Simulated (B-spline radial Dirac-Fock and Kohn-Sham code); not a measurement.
# Nd⁵⁺: input and output of one calculation

ΔSCF core binding energies without Breit or QED terms, calculated with a radial finite-basis atomic code. Keys: rel is the Hamiltonian (dirac, or spin-free x2c and nr, where L3 and M5 stand for the whole 2p and 3d shells), method is hf or an exchange,correlation pair (spin-unpolarised, also for the hole states), nuc the nuclear model, radius_factor scales its radius, rmax is the box in bohr, h the logarithmic mesh step, order the B-spline order, points the quadrature points per cell, c_factor scales the speed of light, and damp, ndamp, maxit and tol steer the iteration. The run stops when the commutator error falls below 10·tol·max(1, Z/10), or the numerical noise floor, and the energy has settled to about 1e-8 Ha; the virial ratio is −V/T.

Input (task.json):

```json
{"items": [{"Z": 60, "q": 5, "cfg": [[1, 0, 2], [2, 0, 2], [2, 1, 6], [3, 0, 2], [3, 1, 6], [3, 2, 10], [4, 0, 2], [4, 1, 6], [4, 2, 10], [4, 3, 2], [5, 0, 2], [5, 1, 5]], "A": 142, "rrms": 4.9123, "do": "settings", "holes": ["K", "L3", "M5"],
  "settings": [{"rel": "dirac", "method": "hf", "nuc": "fermi", "radius_factor": 1.0, "rmax": 5.0, "h": 0.3, "order": 8, "points": 10, "c_factor": 1.0, "maxit": 72, "damp": 0.5, "ndamp": 3, "tol": 1e-08}]}]}
```

Command: `python xray2_run.py task.json out`

Ground-state iterations:

```
iter   energy (Ha)        error
   1    -9600.11644285  2.02e+00
   2    -9614.44836854  7.34e-01
   3    -9619.61455949  1.76e-01
   4    -9620.01941507  5.41e-02
   5    -9620.04689813  2.43e-02
   6    -9620.05391118  2.08e-03
   7    -9620.05394311  7.15e-04
   8    -9620.05394654  9.31e-05
   9    -9620.05394661  2.85e-06
  10    -9620.05394661  7.72e-08
```

The ground state converged in 10 iterations, with total energy -9620.05395 Ha, virial ratio 1.92733 and highest orbital energy -76.23 eV. ΔSCF binding energies: K (1s) 43819.3 eV, L3 (2p3/2) 6300.6 eV, M5 (3d5/2) 1059.6 eV.

One setting is outside the advised range (box too small), but here it does no visible harm: the result matches the run with default settings.
